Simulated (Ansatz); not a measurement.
Si₆W⁺. The state is a doublet with charge 1. Geometry PBE-D4/def2-SVP.

Cartesian coordinates in Å:
```
W 0.529 -0.824 0.746
Si -1.406 0.396 1.776
Si -3.047 1.405 0.456
Si 0.523 -0.446 -1.828
Si 2.252 -1.739 -0.775
Si 2.244 0.650 0.160
Si -1.094 0.558 -0.535
```

In the def2 sets W takes a core potential; there is no spin–orbit coupling. At HF/def2-TZVP the charge 1 doublet is spin-contaminated (final ⟨S²⟩ up to 2.64, 0.75 for a pure state). Another isomer (doublet) lies 1.65 eV lower at PBE0-D4/def2-TZVP; other spin states weren't run for this one.

**Question.** Estimate the α-spin orbital energies around the gap (eV) in Ansatz with HF/def2-TZVP, PBE-D4/def2-TZVP, r2SCAN-D4/def2-TZVP, PBE0-D4/def2-SVP, PBE0-D4/def2-TZVP.

**Answer.** 
| orbital | HF/def2-TZVP | PBE-D4/def2-TZVP | r2SCAN-D4/def2-TZVP | PBE0-D4/def2-SVP | PBE0-D4/def2-TZVP |
| --- | --- | --- | --- | --- | --- |
| HOMO−13 | -24.11 | -18.17 | -18.78 | -20.33 | -19.99 |
| HOMO−12 | -21.38 | -16.17 | -16.65 | -18.04 | -17.75 |
| HOMO−11 | -19.29 | -14.86 | -15.27 | -16.55 | -16.31 |
| HOMO−10 | -18.88 | -14.48 | -14.86 | -16.10 | -15.87 |
| HOMO−9 | -17.16 | -13.35 | -13.65 | -14.77 | -14.56 |
| HOMO−8 | -15.53 | -11.49 | -11.78 | -12.70 | -12.46 |
| HOMO−7 | -15.03 | -11.22 | -11.48 | -12.41 | -12.21 |
| HOMO−6 | -14.34 | -11.05 | -11.28 | -12.15 | -11.93 |
| HOMO−5 | -13.93 | -10.91 | -11.13 | -12.00 | -11.79 |
| HOMO−4 | -13.71 | -10.72 | -10.99 | -11.87 | -11.63 |
| HOMO−3 | -13.31 | -10.05 | -10.22 | -11.11 | -10.93 |
| HOMO−2 | -13.09 | -9.88 | -10.13 | -11.03 | -10.85 |
| HOMO−1 | -12.43 | -9.62 | -9.80 | -10.54 | -10.39 |
| HOMO | -11.64 | -9.39 | -9.66 | -10.39 | -10.24 |
| LUMO | -4.87 | -8.10 | -8.08 | -7.61 | -7.48 |
| LUMO+1 | -4.72 | -8.02 | -8.00 | -7.58 | -7.42 |
| LUMO+2 | -4.14 | -7.77 | -7.77 | -7.28 | -7.11 |
| LUMO+3 | -4.08 | -7.56 | -7.54 | -7.13 | -6.97 |
| LUMO+4 | -3.79 | -7.27 | -7.22 | -6.72 | -6.62 |
| LUMO+5 | -2.81 | -6.83 | -6.75 | -6.24 | -6.12 |
| β HOMO | -11.56 | -9.51 | -9.67 | -10.36 | -10.19 |
| β LUMO | -4.65 | -8.88 | -8.82 | -8.48 | -8.27 |
